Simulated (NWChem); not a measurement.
System meant: hexafluorodisiloxane (Si2OF6); SMILES F[Si](F)(F)O[Si](F)(F)F

NWChem input:

```
start job
memory heap 200 mb stack 900 mb global 1100 mb
geometry units angstroms noautoz
  F     -2.061212    -1.554279     0.098302
  Si    -1.560489    -0.036864    -0.053218
  F     -2.476552     0.708826    -1.137844
  F     -1.708044     0.702952     1.365810
  O      0.000000     0.000000    -0.552996
  Si     1.560489     0.036864    -0.053218
  F      1.708044    -0.702952     1.365810
  F      2.061212     1.554279     0.098302
  F      2.476552    -0.708826    -1.137844
end
basis spherical
  F library def2-svp
  Si library def2-svp
  O library def2-svp
end
dft
  odft
  mult 2
  xc b3lyp
  iterations 150
  mulliken
end
task dft energy
```

End of the output:

```
 ==============================================================================
                                 internuclear angles
 ------------------------------------------------------------------------------
        center 1       |       center 2       |       center 3       |  degrees
 ------------------------------------------------------------------------------
    1 F                |   2 Si               |   3 F                |   108.98
    1 F                |   2 Si               |   4 F                |   108.86
    1 F                |   2 Si               |   5 O                |   110.31
    3 F                |   2 Si               |   4 F                |   109.31
    3 F                |   2 Si               |   5 O                |   109.10
    4 F                |   2 Si               |   5 O                |   110.26
    2 Si               |   5 O                |   6 Si               |   144.49
    5 O                |   6 Si               |   7 F                |   110.26
    5 O                |   6 Si               |   8 F                |   110.31
    5 O                |   6 Si               |   9 F                |   109.10
    7 F                |   6 Si               |   8 F                |   108.86
    7 F                |   6 Si               |   9 F                |   109.31
    8 F                |   6 Si               |   9 F                |   108.98
 ------------------------------------------------------------------------------
                            number of included internuclear angles:         13
 ==============================================================================

 Summary of "ao basis" -> "" (spherical)
 ------------------------------------------------------------------------------
       Tag                 Description            Shells   Functions and Types
 ---------------- ------------------------------  ------  ---------------------
 F                          def2-svp                 6       14   3s2p1d
 Si                         def2-svp                 8       18   4s3p1d
 O                          def2-svp                 6       14   3s2p1d

                                 NWChem DFT Module
                                 -----------------

 Summary of "ao basis" -> "ao basis" (spherical)
 ------------------------------------------------------------------------------
       Tag                 Description            Shells   Functions and Types
 ---------------- ------------------------------  ------  ---------------------
 F                          def2-svp                 6       14   3s2p1d
 Si                         def2-svp                 8       18   4s3p1d
 O                          def2-svp                 6       14   3s2p1d

      Symmetry analysis of basis
      --------------------------

        a          68
        b          66

  number of electrons :                   90
  multiplicity        :                    2
 ------------------------------------------------------------------------
  no. of electrons and multiplicity not compatible                  90
 ------------------------------------------------------------------------
 ------------------------------------------------------------------------
  current input line :
    26: task dft energy
 ------------------------------------------------------------------------
 ------------------------------------------------------------------------
 There is an error in the input file
 ------------------------------------------------------------------------
 For more information see the NWChem manual at https://nwchemgit.github.io

0: no. of electrons and multiplicity not compatible:Received an Error in Communication
```

### Question
Can this run be used? If not, why, and what is the fix?

### Answer
The input was rejected before any calculation. Cause: the multiplicity doesn't fit the number of electrons (an even count wants an odd multiplicity, and the reverse). This input runs:
```
start job
memory heap 200 mb stack 900 mb global 1100 mb
geometry units angstroms noautoz
  F     -2.061212    -1.554279     0.098302
  Si    -1.560489    -0.036864    -0.053218
  F     -2.476552     0.708826    -1.137844
  F     -1.708044     0.702952     1.365810
  O      0.000000     0.000000    -0.552996
  Si     1.560489     0.036864    -0.053218
  F      1.708044    -0.702952     1.365810
  F      2.061212     1.554279     0.098302
  F      2.476552    -0.708826    -1.137844
end
basis spherical
  * library def2-svp
end
dft
  xc b3lyp
  iterations 150
  mulliken
end
task dft energy
```
It converges to -1253.05814 Ha (B3LYP/def2-SVP).
